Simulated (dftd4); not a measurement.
H6AlO2Si2, doublet, at a GFN2-xTB geometry (such geometries of metal compounds can be far from the true shape) (the spin is typed, not shown lowest); D4 for pbe0 in dftd4.

Here is a job for dftd4.
```
$ dftd4 mol.xyz --func pbe0 --charge 0 --json dftd4.json --noedisp

# file mol.xyz
11

Al    -0.02698009    -0.40702412     0.04274690
O     -1.39877031     0.07977984     0.89955735
Si    -2.72988943     0.55834387     1.73074908
H     -2.74818189    -0.22675223     2.96476467
H     -3.87857814     0.26998013     0.87225771
H     -2.57225849     1.98996200     1.98552104
O      1.38427311    -0.29244768    -0.87818295
Si     2.75557733    -0.17311954    -1.77079069
H      2.54611838    -0.99960202    -2.95937437
H      3.84060494    -0.67649878    -0.92880390
H      2.91938344     1.24242671    -2.10048748
```

Problem. Write the output that dftd4 gives for this input, abridged.

Solution. 
```
                    ____  _____ _____     ____  _  _
      -------------|  _ \|  ___|_   _|---|  _ \| || |------------
     |             | | | | |_    | | ___ | | | | || |_           |
     |             | |_| |  _|   | ||___|| |_| |__   _|          |
     |             |____/|_|     |_|     |____/   |_|            |
     |             ===================================           |
     |            E. Caldeweyher, S. Ehlert & S. Grimme          |
     |          Mulliken Center for Theoretical Chemistry        |
     |                    University of Bonn                     |
      -----------------------------------------------------------

Rational (Becke-Johnson) damping: pbe0-D4-ATM
---------------------
  s6         1.0000
  s8         1.2007
  s9         1.0000
  a1         0.4009
  a2         5.0293
 alp        16.0000
--------------------

Dispersion energy:      -7.6256169744645E-03 Eh

[Info] JSON dump of results written to 'dftd4.json'
```
